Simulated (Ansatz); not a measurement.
Isolated molecules relaxed with PBE0-D4/def2-TZVP in Ansatz; ΔE leaves out vibrations. CCSD(T)/CBS adds triple-zeta CCSD(T) − MP2 to the extrapolated MP2 energy (def2 sets, frozen cores). Functionals use def2-TZVPP. Elements past krypton have def2 core potentials. For Te outer-core shells are correlated without core-valence functions, which leaves a few kJ/mol of doubt a bond. One conformer a species, not always the lowest.

`O[SiH2]OCS` + H₂Te → `SC[TeH]` + `O[SiH2]O`  (substitution at a C–O bond)

| level | ΔE (kJ/mol) |
| --- | --- |
| PBE-D4 | -32.8 |
| ωB97X-V | -28.8 |
| CCSD/def2-TZVPP | -35.4 |
| MP2/def2-QZVPP | -53.4 |

**Question.** What does CCSD(T)/CBS give? (Estimate.)

**Answer.** The calculation gave: -45.0 kJ/mol. The listed levels differ from it by 12.2, 16.2, 9.6, -8.4 kJ/mol.

Largest T1 diagnostic among the species: 0.012.

In def2-TZVPP, CCSD(T) changes the Hartree–Fock value by −7.8 kJ/mol (the triples alone add −0.7 kJ/mol) and MP2 by −19.7 kJ/mol.
